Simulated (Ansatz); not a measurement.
The cluster Ag2Se. Charge 0, multiplicity 5. Geometry r2SCAN-D4/def2-TZVP; atoms count from 1.

Cartesian coordinates in Å:
```
Ag -1.1339 -0.5381 0.9318
Ag 1.1701 0.8791 0.5493
Se -0.0362 -0.3410 -1.4811
```

In the def2 sets Ag takes a core potential; there is no spin–orbit coupling. At PBE0-D4/def2-TZVP a singlet of charge 0 lies 4.06 eV below the quintet, each at its own geometry. The structure comes from a short search, and lower isomers may exist.

Question: Estimate the Mulliken populations from the PBE0/def2-TZVP orbitals of Ansatz.

Answer: 
| atom | charge (e) | spin (α − β) | d electrons |
| --- | --- | --- | --- |
| Ag1 | -0.07 | 1.04 | 9.79 |
| Ag2 | -0.07 | 1.04 | 9.79 |
| Se3 | 0.15 | 1.93 | – |
Mulliken values and Mayer orders depend strongly on the basis.

Question: Where does the spin sit?

Answer: Summed by element: Ag 2.07, Se 1.93, of 4 unpaired in all. Largest on single atoms: Se3 1.93, Ag1 1.04, Ag2 1.04.

Question: And the Mayer bond orders between bonded heavy atoms (over 0.3)?

Answer: Ag1–Ag2 0.46 (2.73 Å); Ag1–Se3 0.51 (2.66 Å); Ag2–Se3 0.51 (2.66 Å).
